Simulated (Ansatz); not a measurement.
```xyz
5

N     1.823   -0.967    0.989
C     0.967   -0.394    0.468
Si   -0.270    0.616   -0.434
Cl   -1.427   -0.611   -1.572
H    -1.093    1.356    0.550
```

Total charge 0; spin multiplicity 2.

(1) List the ωB97M-V/def2-TZVPP orbital energies in eV (Ansatz). (Best estimate.)

## Answers

(1) Ansatz gave: α occupied: -2772.83, -1809.35, -395.45, -282.51, -263.22, -200.70, -200.59, -200.56, -150.29, -104.51, -104.40, -104.35, -28.57, -26.79, -19.86, -15.80, -14.44, -13.51, -13.42, -12.76, -12.59, -12.28, -9.04. α empty: 0.57, 1.46, 2.29, 3.09, 3.46, 4.20, 5.25, 5.52. β occupied: -2772.81, -1809.25, -395.39, -282.51, -263.20, -200.67, -200.55, -200.53, -150.18, -104.33, -104.28, -104.21, -28.48, -26.67, -19.44, -15.56, -14.21, -13.36, -13.08, -12.57, -12.43, -12.20. β empty: -2.00, 0.82, 1.93, 2.46, 3.21, 3.59, 4.37, 5.54. ⟨S²⟩ = 0.753.
